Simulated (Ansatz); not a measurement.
One change: `CCB(F)Br` becomes `C=NB(F)Br`.

Ansatz, PBE0-D4/def2-TZVP geometries, multiplicity 1. Each molecule was computed in one conformer, which needn't be the lowest.

Scalar relativity is left out up to krypton.

```csv
property,`CCB(F)Br`
HOMO–LUMO gap (B3LYP/def2-TZVPP) / eV,7.31
HOMO energy (ωB97M-V/def2-TZVPP) / eV,-10.67
LUMO energy (PBE0/def2-TZVPP) / eV,-0.63
zero-point energy (PBE0-D4/def2-TZVP) / kJ/mol,191.3
HOMO energy (B3LYP/def2-TZVPP) / eV,-8.16
HOMO energy (PBE/def2-TZVPP) / eV,-7.11
```

Give the same properties after the change, and the shifts. (An estimate is asked.)

Computed: 
```
                                      property  `C=NB(F)Br`  shift
         HOMO–LUMO gap (B3LYP/def2-TZVPP) / eV         5.71  -1.60
         HOMO energy (ωB97M-V/def2-TZVPP) / eV       -10.09   0.58
            LUMO energy (PBE0/def2-TZVPP) / eV        -1.67  -1.04
zero-point energy (PBE0-D4/def2-TZVP) / kJ/mol        101.2  -90.1
           HOMO energy (B3LYP/def2-TZVPP) / eV        -7.63   0.53
             HOMO energy (PBE/def2-TZVPP) / eV        -6.53   0.58
```

With PBE0 the HOMO rises by 0.57 eV and the LUMO falls by 1.04 eV, so the gap narrows by about 1.61 eV. PBE moves the HOMO by 0.58 eV and ωB97M-V by 0.58 eV. The zero-point energy changes by -90.1 kJ/mol with -9 modes.

B3LYP here is the variant with VWN-RPA as its local correlation; programs differ in this.

Spin–orbit coupling is left out; it splits and shifts lone-pair levels of the heavy atoms by tenths of an eV.
